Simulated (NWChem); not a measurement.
CH₄CdOS; SMILES C[O][Cd][SH]

```xyz
8

Cd    -0.3358    -0.5817     0.4458
O     -0.5826     1.3951     0.3917
C     -1.7737     1.9766    -0.0804
H     -2.6806     1.7163     0.5207
H     -1.6673     3.0854    -0.0240
H     -2.0099     1.7364    -1.1473
S      0.1003    -2.8882     0.4923
H      0.6516    -2.8624    -0.7558
```
Atoms are numbered in this order, from 1.

Level: PBE-D3(BJ)/def2-SVP with def2 effective core potentials on Cd (NWChem), optimised geometry, unscaled harmonic frequencies. def2 effective core potentials on Cd; no spin-orbit coupling.

**Question.** List the harmonic frequencies with IR intensities, and the thermochemistry.

**Answer.** 
```
frequency (cm⁻¹)  IR intensity (km/mol)
----------------  ---------------------
73                                  2.1
85                                  4.5
101                                13.4
146                                10.9
218                                 7.2
333                                 7.0
518                                42.1
641                                 2.7
1085                              212.6
1128                                0.1
1142                                2.3
1413                                0.9
1416                               17.3
1430                               67.7
2605                                1.8
2870                              173.8
2924                               66.9
2968                               42.6
```

```
Property                                                                            Value
-----------------------------------------------------------------------  ----------------
zero-point energy                                                           30.1 kcal/mol
thermal correction to the enthalpy at 298.15 K (with zero-point energy)     35.2 kcal/mol
heat capacity Cv                                                         20.4 cal/(mol K)
entropy at 298.15 K and 1 atm (symmetry number 1)                        86.0 cal/(mol K)
```

Rigid rotor and harmonic oscillator; modes under 100 cm⁻¹ make the entropy uncertain.
